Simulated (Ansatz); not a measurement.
Mulliken charges of CH6GeOSi, SMILES `[CH2]1[SiH2][O][GeH2]1` from ωB97M-V/def2-TZVPP in Ansatz (PBE0-D4/def2-TZVP geometry).

```tsv
atom	x (Å)	y (Å)	z (Å)	charge (e)
C1	-0.743	0.725	0.011	-0.529
Si2	-0.032	-0.537	-1.206	0.453
O3	1.095	-1.114	-0.130	-0.521
Ge4	0.616	-0.007	1.236	0.398
H5	-0.600	1.776	-0.240	0.146
H6	-1.771	0.562	0.333	0.146
H7	-0.997	-1.584	-1.637	-0.057
H8	0.592	0.063	-2.416	-0.057
H9	1.797	0.899	1.618	0.010
H10	0.126	-0.834	2.436	0.010
```

By hand: the dipole of these point charges (1 e Å = 4.8032 D).

Σ q r = (-0.251, 0.380, 0.293) e Å, of length 0.542 e Å = 2.60 D.

How does the dipole of the full density compare? (An estimate is asked.)

Ansatz gave: (-0.229, 0.323, 0.215) e Å, 2.16 D; the point charges give 1.20 times that, at 5° from its direction.

Point charges leave out the atoms' own dipoles, such as those of lone pairs, and Mulliken's split depends on the basis, so the two needn't agree.
